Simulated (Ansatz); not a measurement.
Dissociation curve of HBr, singlet.

Level of theory: Ansatz (an electronic-structure program) with restricted PBE/cc-pVDZ.

The batch members p0 to p11 hold the bond at 1.14, 1.22, 1.28, 1.34, 1.38, 1.42, 1.46, 1.49, 1.57, 1.65, 1.77, 1.94 Å.

Ansatz input:

Ansatz 0.2 input:
```yaml
# input.yaml
basis:
  gaussian: { orbitals: cc-pvdz }
hamiltonian:
  xc: pbe
batch:
  members: [p0.yaml, p1.yaml, p2.yaml, p3.yaml, p4.yaml, p5.yaml, p6.yaml, p7.yaml, p8.yaml, p9.yaml, p10.yaml, p11.yaml]

# p6.yaml, one of the 12 members of this batch
crystal:
  periodic: [false, false, false]
  atoms:
    - { symbol: Br, position_ang: [0.0, 0.0, 0.0] }
    - { symbol: H, position_ang: [0.0, 0.0, 1.46] }
total_charge: 0
magnetization:
  spin_polarized: false
```

Lines of the output on each member:

```
Member 0: Total energy: -70049.41171554 eV, -2574.2683993495 hartree
Member 1: Total energy: -70050.43204125 eV, -2574.3058956278 hartree
Member 2: Total energy: -70050.89097544 eV, -2574.3227611482 hartree
Member 3: Total energy: -70051.15822296 eV, -2574.3325823134 hartree
Member 4: Total energy: -70051.25392885 eV, -2574.3360994400 hartree
Member 6: Total energy: -70051.29725205 eV, -2574.3376915381 hartree
Member 5: Total energy: -70051.29712472 eV, -2574.3376868589 hartree
Member 7: Total energy: -70051.27389562 eV, -2574.3368332052 hartree
Member 8: Total energy: -70051.13569548 eV, -2574.3317544436 hartree
Member 9: Total energy: -70050.91919009 eV, -2574.3237980173 hartree
Member 10: Total energy: -70050.51127025 eV, -2574.3088072397 hartree
Member 11: Total energy: -70049.86910735 eV, -2574.2852081886 hartree
```

The restricted form behind RKS-PBE keeps the bonding electrons paired and can't separate into open-shell fragments.
